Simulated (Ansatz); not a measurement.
C2H9FSi2 can be A, `CC[SiH](F)[SiH3]`, or B, `C[SiH2]C[SiH2]F`.

Computed with Ansatz on PBE0-D4/def2-TZVP structures; ΔE is electronic, products minus reactants. CCSD(T)/CBS is the MP2 limit (def2-TZVPP, def2-QZVPP) plus CCSD(T) − MP2 in def2-TZVPP, frozen cores. DFT in def2-TZVPP. B3LYP here is the variant with VWN-RPA as its local correlation; programs differ in this. Each species was taken in one conformer, which may not be the lowest.

A:

```xyz
14

C    -1.231    1.892   -0.515
C    -0.928    0.406   -0.339
Si    0.812    0.057    0.237
F     1.051    0.807    1.644
Si    1.220   -2.234    0.534
H    -2.257    2.053   -0.854
H    -0.565    2.350   -1.250
H    -1.104    2.436    0.424
H    -1.627   -0.049    0.372
H    -1.069   -0.132   -1.285
H     1.789    0.642   -0.725
H     1.035   -2.932   -0.769
H     0.266   -2.815    1.517
H     2.608   -2.479    1.009
```

B:

```xyz
14

C     0.157    1.604   -1.246
Si   -0.770    0.004   -0.990
C     0.208   -1.194    0.081
Si    0.347   -0.737    1.869
F     0.884    0.773    1.998
H    -0.424    2.294   -1.862
H     1.110    1.424   -1.749
H     0.364    2.087   -0.288
H    -1.050   -0.640   -2.305
H    -2.082    0.267   -0.331
H    -0.284   -2.174    0.039
H     1.208   -1.323   -0.346
H    -0.980   -0.790    2.533
H     1.313   -1.596    2.599
```

Problem. Which isomer does CCSD(T)/CBS put lower? Give the gap. (Estimate.)

Solution. Computed: B, by 66.1 kJ/mol.

Problem. Give E(B) − E(A) in kJ/mol with CCSD/def2-TZVPP, B3LYP-D4, B3LYP, r2SCAN-D4, PBE0-D4, HF/def2-TZVPP, PBE-D4. (Best estimate.)

Solution. Computed: CCSD/def2-TZVPP -65.0, B3LYP-D4 -61.0, B3LYP -58.2, r2SCAN-D4 -63.5, PBE0-D4 -56.5, HF/def2-TZVPP -65.8, PBE-D4 -51.1. None reverses the order clearly.

Largest T1 diagnostic: 0.011.

From PBE to PBE0 (25 % exact exchange), in def2-TZVPP and without D4, E(B) − E(A) moves by −5.6 kJ/mol.
